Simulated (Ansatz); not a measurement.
`OB(Br)Br` + HCl → `ClB(Br)Br` + H₂O at 298.15 K and 1 bar (ligand exchange at a B–O bond).

Isolated molecules relaxed with PBE0-D4/def2-TZVP in Ansatz; ΔE leaves out vibrations. CCSD(T)/CBS is the MP2 limit (def2-TZVPP, def2-QZVPP) plus CCSD(T) − MP2 in def2-TZVPP, frozen cores. This one scheme is used for every species. For Br outer-core shells are correlated without core-valence functions, which leaves a few kJ/mol of doubt a bond. Scalar relativity is left out up to krypton. Each species was taken in one conformer, which may not be the lowest.

```
    species  CCSD(T)/CBS energy (Eh)  H − E (kJ/mol)  S (J/(mol·K))
 `OB(Br)Br`              -5247.33602            68.8          319.1
        HCl               -460.38127            26.6          186.8
`ClB(Br)Br`              -5631.31790            32.4          321.8
        H₂O                -76.37941            66.4          188.7
```

H − E and S are ideal-gas, rigid-rotor, harmonic terms from PBE0-D4/def2-TZVP, for one conformer and one mirror image of each species. 1 Eh = 2625.50 kJ/mol, R = 8.31446 J/(mol·K).

Task: By hand: ΔE, ΔH, ΔS and ΔG.

Result: ΔE = (-5631.31790) + (-76.37941) − (-5247.33602) − (-460.38127) = 0.01998 Eh = 52.5 kJ/mol. Δ(H − E) = 32.4 + 66.4 − 68.8 − 26.6 = 3.4, so ΔH = 55.9 kJ/mol. ΔS = 321.8 + 188.7 − 319.1 − 186.8 = 4.6 J/(mol·K). ΔG = 55.9 − 298.15 × (4.6)/1000 = 54.5 kJ/mol.

Task: By hand: the equilibrium constant, and the temperature at which ΔG would vanish if ΔH and ΔS stayed fixed.

Result: log₁₀ K = −ΔG/(RT ln 10) = -9.5. ΔG = 0 at ΔH/ΔS = 12152 K, far beyond where these terms or the molecules hold.

The number of gas molecules stays the same, so ΔS is small and ΔH decides. A doubt of 5 kJ/mol in ΔE shifts log₁₀ K by 0.9 here. Other conformers and mirror images would add mixing entropy, several J/(mol·K) or more a flexible species. These are equilibria of isolated gas molecules and say nothing of rates. Largest T1 diagnostic: 0.009 (customary marks: 0.02 for closed shells, 0.045 for open ones).
